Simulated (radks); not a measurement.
Species: Mo+. Configuration: [Kr] 4d3 5s2 (not the ground configuration). Method: Dirac Kohn-Sham, PBE, spin-unpolarised, spherical densities, point nucleus; open shells fill j = l - 1/2 first; computed with a radial shooting solver on a logarithmic mesh with Libxc functionals. Some entries of the table are withheld. Estimate them.

orbital,occ.,eigenvalue (eV),r(max) (bohr),<r^2> (bohr^2)
1s1/2,2,-19826.95,0.02287,0.001669
2s1/2,2,-2811.949,0.1297,0.02779
2p1/2,2,(1),0.1009,(2)
2p3/2,4,(3),0.1048,(4)
3s1/2,2,-490.3415,0.3838,0.2106
3p1/2,2,(5),0.3710,0.2088
3p3/2,4,(6),0.3803,0.2191
3d3/2,4,-236.9494,0.3210,0.2054
3d5/2,6,-233.6265,0.3237,0.2087
4s1/2,2,-77.8645,(7),1.368
4p1/2,2,-53.4380,1.050,1.645
4p3/2,4,-50.8768,1.074,1.726
4d3/2,3,-15.4744,1.320,3.473
4d5/2,0,-15.2138,1.331,3.540
5s1/2,2,-12.1608,2.656,10.34
5p1/2,0,-7.6831,3.176,(8)
5p3/2,0,-7.4447,3.249,(9)

Answer. 
(1) 2p1/2 eigenvalue (eV): -2587.869
(2) 2p1/2 <r^2> (bohr^2): 0.02099
(3) 2p3/2 eigenvalue (eV): -2481.316
(4) 2p3/2 <r^2> (bohr^2): 0.02235
(5) 3p1/2 eigenvalue (eV): -405.1018
(6) 3p3/2 eigenvalue (eV): -387.5544
(7) 4s1/2 r(max) (bohr): 0.9870
(8) 5p1/2 <r^2> (bohr^2): 15.50
(9) 5p3/2 <r^2> (bohr^2): 16.19
